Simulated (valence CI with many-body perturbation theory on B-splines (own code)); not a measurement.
**Hg⁵⁶⁺: E2, M1 decay**

Level of theory: valence CI with perturbative core correlation (CI+MBPT): six valence electrons over a frozen Dirac-Fock core [Ar], radial functions for each j: 7 s, 7 p, 8 d, 6 f, 4 g, 1 h, with the one-electron correlation potential Σ1, the two-electron term Σ2, the three-electron term Σ3, Breit, model QED; selected CI, second order for the rest, scaled by the run's own slope (own B-spline code, finite nucleus).

No measured spectrum was set against this ion. As an estimate, large intervals hold to a few tenths of a per cent, small ones and those within an open d or f shell to about a per cent. Core correlation moves these levels by up to 17000 cm⁻¹, and in measured spectra 5 to 20 % of such shifts remained as error; rates that hang on mixing are uncertain with them. Among the levels kept, up to 1100 cm⁻¹ of a level comes from second order outside the variational space, and about a tenth of that is noise between levels of different J, which matters for small intervals. The list stops below the first excitations out of the core. Only levels of the ground parity were solved; by the run's estimate the other parity begins above the list, which can be wrong where configurations are misplaced.

Lines 51 to 88 of 88 in falling wavelength, among levels below 285.67 eV, chosen from the decays that carry over 1 % of a level's rate. Wavelengths and rates use the calculated energies. Electric multipoles are in the length gauge with retardation, E1 and E2 with the static RPA response of the core. M1 uses the relativistic operator with retardation. Weak lines are less certain than strong ones. Lines between different terms over intervals too small for the method are left out, as are lines whose strength nearly cancels. The highest levels of a list are the least certain. Branching is blank where the lifetime is uncertain.

Levels are named by their leading jj configuration (3d3/2^4 stands for four electrons in 3d with j = 3/2), which in mixed levels can hold well under half, so a name can repeat and another be missing. Letters in brackets count levels of one name in rising energy.

```
λ vac (nm)                      Upper                      Lower  Type   A (s⁻¹)  Branch %
     11.86      (3d3/2^2 3d5/2^4) J=6      (3d3/2^3 3d5/2^3) J=5    M1  1.79e+06      29.4
     11.83      (3d3/2^2 3d5/2^4) J=6      (3d3/2^3 3d5/2^3) J=6    M1  4.28e+06      70.5
     11.78  (3d3/2^2 3d5/2^4) J=4 [a]  (3d3/2^3 3d5/2^3) J=4 [a]    M1  1.43e+07      79.3
     11.76  (3d3/2^2 3d5/2^4) J=2 [b]  (3d3/2^3 3d5/2^3) J=3 [b]    M1  2.80e+06      28.1
     11.72  (3d3/2^2 3d5/2^4) J=4 [c]  (3d3/2^3 3d5/2^3) J=3 [c]    M1  4.31e+06      45.0
     11.58  (3d3/2^2 3d5/2^4) J=2 [b]  (3d3/2^3 3d5/2^3) J=2 [a]    M1  4.87e+06      48.8
     11.45  (3d3/2^2 3d5/2^4) J=4 [c]  (3d3/2^3 3d5/2^3) J=4 [b]    M1  3.36e+06      35.0
     11.40  (3d3/2^2 3d5/2^4) J=3 [a]  (3d3/2^3 3d5/2^3) J=4 [a]    M1  5.90e+06      34.6
     11.30  (3d3/2^2 3d5/2^4) J=3 [a]  (3d3/2^3 3d5/2^3) J=3 [a]    M1  7.19e+06      42.2
     11.30      (3d3/2^2 3d5/2^4) J=5  (3d3/2^3 3d5/2^3) J=4 [a]    M1  6.19e+05       5.8
     10.95  (3d3/2^2 3d5/2^4) J=4 [b]      (3d3/2^3 3d5/2^3) J=5    M1  5.85e+06      68.1
     10.94  (3d3/2^3 3d5/2^3) J=3 [b]      (3d3/2^4 3d5/2^2) J=4    M1  2.83e+06      73.5
     10.86      (3d3/2^3 3d5/2^3) J=0      (3d3/2^4 3d5/2^2) J=2    E2  1.15e+04          
     10.76      (3d3/2^2 3d5/2^4) J=1  (3d3/2^3 3d5/2^3) J=1 [a]    M1  5.24e+06      36.5
     10.53  (3d3/2^2 3d5/2^4) J=3 [b]  (3d3/2^3 3d5/2^3) J=4 [a]    M1  1.00e+06       8.5
     10.46  (3d3/2^2 3d5/2^4) J=2 [c]  (3d3/2^3 3d5/2^3) J=3 [b]    M1  5.53e+05       3.6
     10.42  (3d3/2^2 3d5/2^4) J=2 [b]  (3d3/2^3 3d5/2^3) J=1 [a]    M1  1.94e+05       1.9
     10.31  (3d3/2^2 3d5/2^4) J=2 [c]  (3d3/2^3 3d5/2^3) J=2 [a]    M1  7.79e+05       5.0
     10.24  (3d3/2^3 3d5/2^3) J=1 [b]      (3d3/2^4 3d5/2^2) J=2    M1  4.13e+05       8.6
     10.21  (3d3/2^3 3d5/2^3) J=2 [b]      (3d3/2^4 3d5/2^2) J=2    M1  8.95e+05      91.0
     10.13  (3d3/2^3 3d5/2^3) J=3 [c]      (3d3/2^4 3d5/2^2) J=2    M1  1.46e+06      55.3
     10.11  (3d3/2^2 3d5/2^4) J=4 [b]  (3d3/2^3 3d5/2^3) J=3 [a]    M1  7.16e+05       8.3
     10.02  (3d3/2^2 3d5/2^4) J=4 [c]  (3d3/2^3 3d5/2^3) J=3 [b]    M1  1.11e+05       1.2
     9.956  (3d3/2^2 3d5/2^4) J=2 [b]  (3d3/2^3 3d5/2^3) J=3 [a]    M1  1.45e+06      14.6
     9.924  (3d3/2^2 3d5/2^4) J=2 [d]  (3d3/2^3 3d5/2^3) J=3 [c]    M1  2.29e+06      26.6
     9.841  (3d3/2^2 3d5/2^4) J=2 [d]  (3d3/2^3 3d5/2^3) J=2 [b]    M1  5.53e+05       6.4
     9.820  (3d3/2^2 3d5/2^4) J=2 [d]  (3d3/2^3 3d5/2^3) J=1 [b]    M1  2.78e+06      32.3
     9.628  (3d3/2^3 3d5/2^3) J=4 [b]      (3d3/2^4 3d5/2^2) J=4    M1  1.09e+05      71.1
     9.628  (3d3/2^3 3d5/2^3) J=4 [b]      (3d3/2^4 3d5/2^2) J=4    E2  2.62e+03       1.7
     9.443  (3d3/2^3 3d5/2^3) J=3 [c]      (3d3/2^4 3d5/2^2) J=4    M1  1.17e+06      44.1
     9.003  (3d3/2^2 3d5/2^4) J=2 [c]  (3d3/2^3 3d5/2^3) J=3 [a]    M1  1.20e+06       7.7
     8.730  (3d3/2^2 3d5/2^4) J=4 [c]  (3d3/2^3 3d5/2^3) J=4 [a]    M1  1.02e+06      10.6
     8.675  (3d3/2^2 3d5/2^4) J=4 [c]  (3d3/2^3 3d5/2^3) J=3 [a]    M1  6.80e+05       7.1
     8.674  (3d3/2^2 3d5/2^4) J=2 [d]  (3d3/2^3 3d5/2^3) J=3 [b]    M1  1.87e+06      21.6
     8.576  (3d3/2^2 3d5/2^4) J=2 [d]  (3d3/2^3 3d5/2^3) J=2 [a]    M1  5.46e+05       6.3
     8.466  (3d3/2^2 3d5/2^4) J=0 [b]  (3d3/2^3 3d5/2^3) J=1 [b]    M1  1.12e+07      95.2
     7.923  (3d3/2^2 3d5/2^4) J=2 [d]  (3d3/2^3 3d5/2^3) J=1 [a]    M1  4.02e+05       4.7
     7.017  (3d3/2^2 3d5/2^4) J=0 [b]  (3d3/2^3 3d5/2^3) J=1 [a]    M1  2.20e+05       1.9
```
